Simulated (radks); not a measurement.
Excited configurations of the mercury ion Hg3+: one electron is placed in a higher orbital outside [Xe] 4f14 5d8. The ground configuration is [Xe] 4f14 5d9. All-electron calculation, scalar-relativistic Kohn-Sham, r2SCAN, spin-unpolarised, spherical densities, finite nucleus; meta-GGA in the generalised Kohn-Sham scheme; Fermi nuclear charge, rms radius 5.4648 fm. Program: a radial shooting solver on a logarithmic mesh with Libxc functionals. Excitation = E - E(ground); binding = E(ion) - E, where the ion is the core of charge +4; n* = 4/sqrt(2 binding) in atomic units, and the quantum defect is n - n*.

outer orbital  excitation (eV)  binding (eV)     n*  quantum defect  eigenvalue (eV)  <r> (bohr)
5f                      35.420        14.634  3.857           1.143          -11.971       3.780
6s                       9.889        40.165  2.328           3.672          -35.478       2.179
6p                      20.731        29.323  2.725           3.275          -25.529       2.679
6f                      40.362         9.692  4.739           1.261           -8.297       6.812
7d                      39.116        10.937  4.461           2.539           -9.613       6.845
7f                      43.324         6.730  5.687           1.313           -5.887       10.63

The Delta-SCF ionisation energy is 50.054 eV (NIST Atomic Spectra Database: 48.6 eV, measured). Self-interaction in the functional shifts the binding energies and quantum defects, so they are the method's values and not measured ones. Spin polarisation and multiplet splitting are left out, so open shells lie too high by an amount that depends on their filling. Spin-orbit splitting is averaged out at the scalar-relativistic level.

Beside tabulated values, note that spin-unpolarised runs miss the spin-polarisation part of the exchange energy of open shells.
